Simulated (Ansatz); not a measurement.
Gas-phase reaction in SMILES: O[Si](O)(O)[SiH3] → O[Si](O)(O)[SiH2] + H atom (the H-Si bond at the site shown breaks; other sites are not compared here)
Each molecule is optimised on its own at B3LYP-D3(BJ)/def2-TZVP (Ansatz, a quantum-chemistry and plane-wave program), one conformer each, not searched for the lowest.
Geometry of the first species:
SMILES: O[Si]([SiH3])(O)O
```xyz
11

O     -1.1515     0.5771     1.3434
Si    -0.2910     0.3175    -0.0330
O     -1.3285    -0.1281    -1.2227
O      0.4614     1.7603    -0.3213
Si     1.2439    -1.4378     0.1423
H     -0.8407     1.2728     1.9291
H     -2.1588     0.3516    -1.3052
H      1.0233     1.8354    -1.0967
H      0.5617    -2.7328     0.3725
H      2.1697    -1.1782     1.2731
H      2.0539    -1.5389    -1.0984
```
Charge 0, spin multiplicity 1.

Quantity: bond dissociation energy (electronic energy difference), in kcal/mol. Cores are frozen in the correlated levels unless marked. Open shells are spin-unrestricted. Spin-orbit coupling is left out. No relativistic terms. Basis-set limits of correlation are two-point, X^-3; Hartree-Fock from the larger set.

```
level                                        program  bond dissociation energy (kcal/mol)
------------------------------------  --------------  -----------------------------------
revPBE/def2-TZVPD                             Ansatz                                 86.4
CAM-B3LYP-D4/def2-TZVPD               Ansatz + dftd4                                 92.8
wB97X-V/def2-TZVPD                            Ansatz                           (withheld)
RPA@PBE/cc-pV(Q+d)Z                           Ansatz                                 91.5
CCSD(T)/CBS(cc-pV(T+d)Z,cc-pV(Q+d)Z)          Ansatz                           (withheld)
```

Q: Fill in the missing entries.

A: 
- wB97X-V/def2-TZVPD, bond dissociation energy (kcal/mol): 93.8
- CCSD(T)/CBS(cc-pV(T+d)Z,cc-pV(Q+d)Z), bond dissociation energy (kcal/mol): 93.5
